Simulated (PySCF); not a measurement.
(1R)-1-chloro-1-fluoro-2-methylpropane (C₄H₈ClF), SMILES CC(C)[C@H](F)Cl.

Coordinates come from a PBE0-D3(BJ)/def2-SVP optimisation. The values are those of a single conformer.

Two levels are set side by side: TDDFT-PBE/def2-SVPD (PySCF) and TDDFT-ωB97X/def2-SVPD (PySCF). Vertical, same geometry. The lowest singlet is HOMO→LUMO 96 % with PBE and HOMO→LUMO+1 58 %, HOMO→LUMO 17 % with the other functional; states are paired by order. Differences are taken from unrounded values.

```csv
quantity,TDDFT-PBE
lowest singlet excitation (eV),7.00
lowest triplet excitation (TDA) (eV),6.42
```

These are the TDDFT-PBE values. What does TDDFT-ωB97X give? (An estimate is asked for; the answer gives what the named calculation found.)


```tsv
quantity	TDDFT-ωB97X	TDDFT-PBE minus TDDFT-ωB97X
lowest singlet excitation (eV)	7.69	-0.69
lowest triplet excitation (TDA) (eV)	7.01	-0.59
```

Functionals without exact exchange tend to place singlet excitations lower, as here. Differences between two approximate levels are no errors against the true value.

Rough cost on one machine, each run with all the roots and properties that it gave: TDDFT-ωB97X against TDDFT-PBE about 10 times.
